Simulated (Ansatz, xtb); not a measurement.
## Relative energy of two isomers of ClGeHO

Structure I: `[O]=[GeH][Cl]`, a singlet. Structure II: `[OH][Ge][Cl]`, a singlet. Both are isolated molecules in the gas phase, relaxed with B3LYP-D3(BJ)/def2-SVP; the shapes shown needn't be the lowest conformers.

I (Å):

```xyz
4

Cl   -0.9781    0.3114   -2.1441
Ge   -2.3262    0.4327   -0.4654
O    -2.0776   -0.3602    0.9407
H    -3.4815    1.3630   -0.8647
```

II (Å):

```yaml
atoms:
  - { symbol: Cl, position_ang: [-0.6653, 0.0601, -2.1656] }
  - { symbol: Ge, position_ang: [-2.4015, 1.1322, -1.3149] }
  - { symbol: O, position_ang: [-2.5557, 0.1363, 0.1695] }
  - { symbol: H, position_ang: [-3.2870, 0.4269, 0.7356] }
```

Quicker runs give these differences E(II) − E(I): GFN2-xTB −45.9 kcal/mol; HF/STO-3G −36.5 kcal/mol (at GFN2-xTB geometries); r2SCAN-D4/def2-SVP −39.5 kcal/mol (at GFN2-xTB geometries).

Estimate E(II) − E(I) at the level CCSD(T)/def2-TZVPP.

Calculated at CCSD(T)/def2-TZVPP: E(II) − E(I) = −37.5 kcal/mol, so structure II lies lower.

How the difference moves with the method:

```tsv
level	geometry	E(II) − E(I) (kcal/mol)	departure from the last row (kcal/mol)	job, with rough time for the two
GFN2-xTB	GFN2-xTB	−45.9	−8.3	optimisation, 0.072 s
HF/STO-3G	GFN2-xTB	−36.5	+1.0	single point, 0.32 s
r2SCAN-D4/def2-SVP	GFN2-xTB	−39.5	−2.0	single point, 3.3 s
B3LYP-D3(BJ)/def2-SVP	B3LYP-D3(BJ)/def2-SVP	−42.2	−4.6	optimisation, 23 s
HF/def2-TZVPP	B3LYP-D3(BJ)/def2-SVP	−48.0	−10.5	part of the CCSD(T) run
MP2/def2-TZVPP	B3LYP-D3(BJ)/def2-SVP	−34.5	+3.1	part of the CCSD(T) run
CCSD(T)/def2-TZVPP	B3LYP-D3(BJ)/def2-SVP	−37.5		single point, 70 s
```

As drawn, II has 1 Ge–O, 1 O–H in place of 1 Ge=O, 1 Ge–H.

The levels shown agree on the order. The largest departure from CCSD(T)/def2-TZVPP is that of HF/def2-TZVPP, 10.5 kcal/mol.

With harmonic frequencies from B3LYP-D3(BJ)/def2-SVP (ideal gas, rigid rotor, one conformer each, 298.15 K, 1 atm): on the last row, ΔE + ΔZPE = −35.5, ΔH = −35.5, ΔG = −35.7 kcal/mol.

The T1 diagnostic of structure I is large, so the coupled-cluster value is less sure. The correlated steps freeze 15 core orbitals; the filled d shell of Ge is correlated, in a basis made for valence electrons. Programs: Ansatz 0.2.0, xtb 6.7.1; the last row on 1 thread of Arm Neoverse V2 on a shared host.
